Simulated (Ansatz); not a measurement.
Ideal-gas functions of CH3Al2Cl (`[Cl][Al]1[CH2][AlH]1`) at 800 K and 1 bar, from an Ansatz frequency run at PBE0-D4/def2-TZVP.

Molar mass 104.45 g/mol, point group C1 (symmetry number 1), electronic degeneracy 1, moments of inertia 34.171, 354.847, 385.121 u Å². Harmonic wavenumbers (cm⁻¹, unscaled): 75, 129, 260, 307, 429, 464, 557, 588, 608, 746, 828, 1310, 1895, 2824, 3131.

Use S(trans) = R[1.5 ln M + 2.5 ln T − 1.1517]; rotational temperatures θ = 24.2544 K / I; S(rot) = R[ln(√π/σ · √(T³/θAθBθC)) + 1.5]; for each mode x = 1.438777 ν̃/T, S = R[x/(eˣ − 1) − ln(1 − e⁻ˣ)] and H = RT x/(eˣ − 1); 1 cm⁻¹ = 0.0119627 kJ/mol; R = 8.31446 J/(mol·K).

Task: By hand: the entropy, in J/(mol·K).

Result: Translation 187.3. Rotation: θ = 0.7098, 0.0684, 0.063 K, giving 124.7. Vibration, mode by mode: 24.98, 20.48, 14.71, 13.36, 10.67, 10.06, 8.64, 8.23, 7.97, 6.47, 5.73, 2.88, 1.25, 0.32, 0.20, in all 135.9. Electronic 0.0. Sum 447.9 J/(mol·K).

Task: By hand: H − E and G − E in kJ/mol, counted from the electronic energy.

Result: Zero-point energy ½ × 14151 × 0.0119627 = 84.6; thermal vibration 51.1; translation, rotation and pV give 4 RT = 26.6. H − E = 162.3 kJ/mol, and G − E = 162.3 − 800 × 447.9/1000 = -196.0 kJ/mol.

Vibration gives 30 % of the entropy, 45.5 J/(mol·K) of it from the modes under 150 cm⁻¹: soft modes count most, and the harmonic formula is weakest for them. The sum counts one conformer and one mirror image; others add a mixing term.
